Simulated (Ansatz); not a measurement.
`[SiH3][SiH]([SiH3])[SiH3]` → 10 H• + 4 Si•  (atomization)

Program: Ansatz. Geometries: PBE0-D4/def2-TZVP. ΔE: electronic, gas phase. CBS: MP2 limit from def2 TZ/QZ plus the TZ coupled-cluster correction, frozen cores. This one scheme is used for every species, atoms too. For atomizations the MP2-based limit and the directly extrapolated one differ by several kJ/mol either way, and by 10 to 25 for some Ge, Se and Sn compounds, so smaller differences from it don't rank the levels. Functionals use def2-TZVPP. HSE06 is defined as in plane-wave codes. Open shells (•) are unrestricted, without spin–orbit coupling. Spin–orbit coupling would lower the free atoms: a little for Si.

`[SiH3][SiH]([SiH3])[SiH3]`:

Z-matrix (Å, degrees):
```
Si
Si 1 2.337
H 1 1.488 2 110.8
H 1 1.488 2 110.8 3 120.8
H 1 1.488 2 109.1 3 -119.6
Si 2 2.337 1 109.6 3 179.7
Si 2 2.337 1 109.6 3 59.4
H 2 1.492 1 109.4 3 -60.5
H 6 1.488 2 110.8 1 -179.7
H 6 1.488 2 109.2 1 -60.1
H 6 1.488 2 110.8 1 59.5
H 7 1.488 2 110.8 1 179.2
H 7 1.488 2 109.2 1 59.6
H 7 1.488 2 110.8 1 -60.0
```

```tsv
level	ΔE (eV)
BLYP-D4	41.06
r2SCAN0-D4	41.57
HSE06-D4	41.18
BHLYP-D4	41.55
CAM-B3LYP	41.43
SCS-MP2/def2-TZVPP	40.75
MP2/def2-QZVPP	40.66
SCS-MP2/def2-QZVPP	41.45
```

Q: What does CCSD(T)/CBS give? (An estimate is asked.)

A: The calculation gave: +41.80 eV. The listed levels differ from it by -0.74, -0.23, -0.62, -0.25, -0.37, -1.05, -1.14, -0.35 eV.

Largest T1 diagnostic among the species: 0.014.

At CCSD(T), def2-SVP lies −2.82 eV from the extrapolated value and def2-TZVPP −1.03 eV: correlation converges slowly with the basis, and small sets miss more of it in the bonded molecule than in its fragments. From PBE to PBE0 (25 % exact exchange), in def2-TZVPP and without D4, ΔE moves by +0.17 eV. Leaving LDA and LC-ωPBE aside and taking each functional with its dispersion term where it has one, the values, not all of them listed here, spread over 1.54 eV, from revPBE-D4 to ωB97X-V. LDA lies +4.81 eV from PBE without D4, its usual overbinding.
